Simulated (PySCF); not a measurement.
Compound: C₄H₉B.
Numbering: `[CH2:1]=[CH:2][BH:3][CH2:4][CH3:5]` (hydrogens: H6, H7 on C1; H8 on C2; H9 on B3; H10, H11 on C4; H12, H13, H14 on C5)

Cartesian coordinates in Å at the PBE0-D3(BJ)/def2-SVP level; atoms count from 1:
```
atom  x, y, z in Å
C1     2.7602    0.5303    0.3500
C2     1.7016   -0.1009   -0.1875
B3     0.2511    0.2642    0.2214
C4    -0.9932   -0.4706   -0.3802
C5    -2.3735    0.0940   -0.0728
H6     3.7962    0.2999    0.0748
H7     2.6188    1.3184    1.0983
H8     1.8999   -0.8815   -0.9352
H9     0.1153    1.1319    1.0647
H10   -0.8443   -0.6066   -1.4685
H11   -0.9029   -1.5075    0.0121
H12   -2.4893    1.1093   -0.4838
H13   -2.5404    0.1693    1.0132
H14   -3.1843   -0.5231   -0.4909
```

The closed-shell ground state was solved at several levels (PySCF, density fitting, gas phase, non-relativistic).

| level | basis functions | HOMO (eV) | LUMO (eV) | gap (eV) | dipole (D) |
| --- | --- | --- | --- | --- | --- |
| KT3/pcSseg-1 | 130 | -7.07 | -2.51 | 4.56 | 0.83 |
| BLYP/pcSseg-1 | 130 | -6.91 | -2.43 | 4.48 | 0.85 |
| B97-D/pcSseg-1 | 130 | -7.00 | -2.43 | 4.57 | 0.83 |
| LDA/pcSseg-1 | 130 | -7.11 | -2.85 | 4.26 | 0.85 |
| B3LYP/pcSseg-1 | 130 | -7.94 | -1.82 | 6.12 | 0.83 |
| HF/pcSseg-1 | 130 | -10.39 | 2.14 | 12.53 | 0.80 |
| BP86/pcSseg-1 | 130 | -7.15 | -2.68 | 4.47 | 0.84 |
| OPBE/pcSseg-1 | 130 | -7.00 | -2.47 | 4.53 | 0.81 |
| PBE/pcSseg-1 | 130 | -7.04 | -2.60 | 4.44 | 0.84 |

Question: What might KT2/pcSseg-1 (130 basis functions) give for the same quantities?

Answer: HOMO -7.09 eV, LUMO -2.59 eV, gap 4.50 eV, dipole 0.84 D.

Question: Over all these levels, which gives the widest orbital gap and which the narrowest?

Answer: HF/pcSseg-1 (Hartree–Fock, all exact exchange) has the widest, 12.53 eV, and LDA/pcSseg-1 (LDA) the narrowest, 4.26 eV. From the narrowest to the widest the HOMO moves by -3.28 eV and the LUMO by +4.99 eV.

Question: In the pcSseg-1 basis, how does the gap go with the fixed share of exact exchange?

Answer: LDA (0 %) 4.26 eV; PBE (0 %) 4.44 eV; BP86 (0 %) 4.47 eV; BLYP (0 %) 4.48 eV; KT2 (0 %) 4.50 eV; OPBE (0 %) 4.53 eV; KT3 (0 %) 4.56 eV; B97-D (0 %) 4.57 eV; B3LYP (20 %) 6.12 eV; HF (100 %) 12.53 eV. Each rise in the share widens the gap here.

Question: How far do the dipole and the HOMO energy spread over the levels?

Answer: The dipole runs from 0.80 to 0.85 D (mean 0.83 D) and the HOMO from -10.39 to -6.91 eV.

One conformer stands for the species.
